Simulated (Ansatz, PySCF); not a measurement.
Gas-phase reaction in SMILES: OBO [boronic acid] -> [BH]O + [OH] (HO) (the B-O bond at the site shown breaks; other sites are not compared here)
Structures are relaxed separately at B3LYP-D3(BJ)/def2-TZVP in Ansatz (a program for electronic structure), one conformer each, not searched for the lowest. Frequencies are from Ansatz or PySCF.
Geometry of the first species:
SMILES: OBO
```xyz
6

B     -0.0618     0.4717    -0.0887
O      1.1892     0.1032     0.2852
O     -1.0389    -0.4792    -0.1889
H     -0.2682     1.6242    -0.3195
H      1.2676    -0.8443     0.4518
H     -1.8927    -0.1309    -0.4590
```
Charge 0, spin multiplicity 1.

Property: bond dissociation energy (enthalpy at 298 K, with B3LYP-D3(BJ) rigid-rotor harmonic-oscillator terms), in kJ/mol. Correlated levels leave the core frozen unless marked. UHF or UKS for open shells. Spin-orbit coupling is left out. Non-relativistic. FCI takes restricted orbitals. Basis-set limits of correlation are two-point, X^-3; Hartree-Fock from the larger set.

```json
[
 {"level": "BLYP-D4/def2-TZVPD", "program": "Ansatz + dftd4", "bond dissociation energy (kJ/mol)": "606.8"},
 {"level": "BLYP/def2-TZVPD", "program": "Ansatz", "bond dissociation energy (kJ/mol)": "601.0"},
 {"level": "revPBE-D4/def2-TZVPD", "program": "Ansatz + dftd4", "bond dissociation energy (kJ/mol)": "598.7"},
 {"level": "LC-wPBE-D4/def2-TZVPD", "program": "Ansatz + dftd4", "bond dissociation energy (kJ/mol)": "616.7"},
 {"level": "SCS-MP2/cc-pVQZ", "program": "Ansatz", "bond dissociation energy (kJ/mol)": "645.9"},
 {"level": "CCSD/aug-cc-pVDZ", "program": "Ansatz", "bond dissociation energy (kJ/mol)": "587.8"},
 {"level": "CCSD/cc-pVDZ", "program": "Ansatz", "bond dissociation energy (kJ/mol)": "?"},
 {"level": "FCI/STO-3G", "program": "Ansatz", "bond dissociation energy (kJ/mol)": "595.0"},
 {"level": "CCSD(T)/CBS(cc-pVTZ,cc-pVQZ)", "program": "Ansatz", "bond dissociation energy (kJ/mol)": "?"}
]
```

Task: Fill in the missing entries.

Result: 
- CCSD/cc-pVDZ, bond dissociation energy (kJ/mol): 596.0
- CCSD(T)/CBS(cc-pVTZ,cc-pVQZ), bond dissociation energy (kJ/mol): 634.3
